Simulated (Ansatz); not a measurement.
Consider the atomization: `C=C1C[SiH2]S1` → 3 C• + 6 H• + S• + Si•.

Computed with Ansatz on PBE0-D4/def2-TZVP structures; ΔE is electronic, products minus reactants. CCSD(T)/CBS is the MP2 limit (def2-TZVPP, def2-QZVPP) plus CCSD(T) − MP2 in def2-TZVPP, frozen cores. This one scheme is used for every species, atoms too. DFT in def2-TZVPP. Open shells (•) are unrestricted, without spin–orbit coupling. Spin–orbit coupling would lower the free atoms: a little for C, S, Si.

CCSD(T)/CBS gives +43.88 eV.

(1) Another level gave +44.12 eV. Which?
A. ωB97X-V/def2-TZVPP
B. B2PLYP/def2-TZVPP
C. r2SCAN-D4/def2-TZVPP
D. SCS-MP2/def2-TZVPP

Largest T1 diagnostic among the species: 0.012.

Results:

(1) A. ωB97X-V 44.12, r2SCAN-D4 44.17, B2PLYP 43.37, SCS-MP2/def2-TZVPP 43.19 eV.

From PBE to PBE0 (25 % exact exchange), in def2-TZVPP and without D4, ΔE moves by −0.60 eV: exact exchange takes away binding that semilocal exchange gives to molecules. The D4 term adds +0.49 eV with B3LYP and +0.25 eV with PBE0; it sums over pairs of atoms, weighted by their polarisabilities, and B3LYP, whose exchange is more repulsive, gets the larger term.

B3LYP here is the variant with VWN-RPA as its local correlation; programs differ in this.

For atomizations the MP2-based limit and the directly extrapolated one differ by several kJ/mol either way, and by 10 to 25 for some Ge, Se and Sn compounds, so smaller differences from it don't rank the levels.
